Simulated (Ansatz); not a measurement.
Cost and result up the ladder for `CCC(CC(C)c1ccc(I)cc1)c1ccc(OC(C)(C)C)cc1` (53 atoms). The state is a singlet with charge 0. Geometry: PBE-D4/def2-SVP.

Cartesian coordinates in Å:
```
C 3.8456 0.8245 1.6180
C 3.2237 0.7735 0.2236
C 1.9784 -0.1375 0.1241
C 1.4974 -0.3196 -1.3419
C 1.9733 -1.6204 -2.0298
C 3.5011 -1.7427 -2.1472
C 1.2960 -1.7829 -3.3812
C 0.3627 -2.8136 -3.6007
C -0.2814 -2.9741 -4.8373
C 0.0126 -2.0832 -5.8794
I -0.9475 -2.3104 -7.7586
C 0.9366 -1.0429 -5.6930
C 1.5678 -0.9028 -4.4489
C 0.8569 0.3634 1.0201
C 0.2178 1.5946 0.7617
C -0.8242 2.0586 1.5734
C -1.2628 1.2944 2.6740
O -2.2445 1.7710 3.5061
C -3.6444 1.4510 3.2230
C -3.8676 -0.0668 3.2591
C -4.3969 2.1404 4.3622
C -4.0658 2.0253 1.8636
C -0.6177 0.0759 2.9571
C 0.4257 -0.3772 2.1367
H 4.1737 -0.1839 1.9482
H 4.7331 1.4885 1.6430
H 3.1215 1.1981 2.3705
H 2.9343 1.7983 -0.0993
H 3.9803 0.4316 -0.5135
H 2.2694 -1.1404 0.5117
H 0.3886 -0.3199 -1.3663
H 1.8106 0.5570 -1.9520
H 1.6206 -2.4626 -1.3933
H 3.9859 -1.7480 -1.1504
H 3.9348 -0.9013 -2.7266
H 3.7814 -2.6833 -2.6619
H 0.1304 -3.5139 -2.7821
H -1.0046 -3.7889 -4.9836
H 1.1642 -0.3447 -6.5111
H 2.2916 -0.0834 -4.3150
H 0.5403 2.2072 -0.0956
H -1.3049 3.0271 1.3746
H -4.9414 -0.2992 3.1117
H -3.2970 -0.5784 2.4588
H -3.5537 -0.4858 4.2360
H -4.0600 1.7419 5.3395
H -5.4884 1.9768 4.2680
H -4.1978 3.2302 4.3475
H -3.5041 1.5537 1.0329
H -3.8904 3.1191 1.8294
H -5.1450 1.8423 1.6889
H -0.9373 -0.5027 3.8356
H 0.9208 -1.3340 2.3698
```

Ansatz on 8 threads of AMD EPYC on a shared host. Times are rough, and most runs start from the orbitals of an earlier one. No level here is sound enough to serve as a yardstick. Binding counts from free atoms at the same level (C triplet, I doublet, O triplet, H doublet; other spins of the atoms weren't run), without zero-point energy or a counterpoise term.

In the def2 sets I takes a core potential; there is no spin–orbit coupling. B3LYP takes the VWN-RPA correlation. Single mean-field runs in def2-SVP, def2-TZVP are fitted with def2-universal-jkfit.

| level | functions | wall time | binding energy per atom (eV) |
| --- | --- | --- | --- |
| PBE-D4/def2-SVP | 493 | 16 s | 4.79 |
| r2SCAN-D4/def2-SVP (with forces) | 493 | 33 s | 4.67 |
| PBE0-D4/def2-SVP (with forces) | 493 | 42 s | 4.72 |
| PBE-D4/def2-TZVP | 937 | 46 s | 4.73 |
| B3LYP-D4/def2-SVP | 493 | 48 s | 4.65 |
| PBE0-D4/def2-TZVP | 937 | 2.3 min | 4.65 |
